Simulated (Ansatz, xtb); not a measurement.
Reaction R1 + R2 → P1 + P2, each structure at its B3LYP-D3(BJ)/def2-SVP stationary point, reached from a drawn start (curvature not checked).
R1: H11NO3Si4 (SMILES N[Si](O[SiH3])(O[SiH3])O[SiH3]), charge 0, multiplicity 1.
P1: H10O4Si4 (SMILES O[Si](O[SiH3])(O[SiH3])O[SiH3]), charge 0, multiplicity 1.
R2, H2O (SMILES O) (charge 0, multiplicity 1):
| atom | x (Å) | y (Å) | z (Å) |
|---|---|---|---|
| O | 0.0000 | 0.0000 | 0.4007 |
| H | 0.0000 | 0.7570 | -0.2004 |
| H | 0.0000 | -0.7570 | -0.2004 |
P2: NH3 (SMILES N), charge 0, multiplicity 1.

P less R. No zero-point or thermal terms. One arrangement of each flexible species, with no search for the lowest.

Run with Ansatz (a first-principles code) with Gaussian orbitals; xtb for the GFN methods. All values are computed, each at the level named.

Problem. One of these levels gives -15.04 kcal/mol for the reaction energy. Name it.
A) SVWN5/def2-TZVPP
B) GFN2-xTB
C) PBE/def2-TZVPP
D) HF/cc-pV(D+d)Z

Solution. B, GFN2-xTB. The others give -12.84 (HF/cc-pV(D+d)Z), -9.95 (SVWN5/def2-TZVPP), -11.29 (PBE/def2-TZVPP)
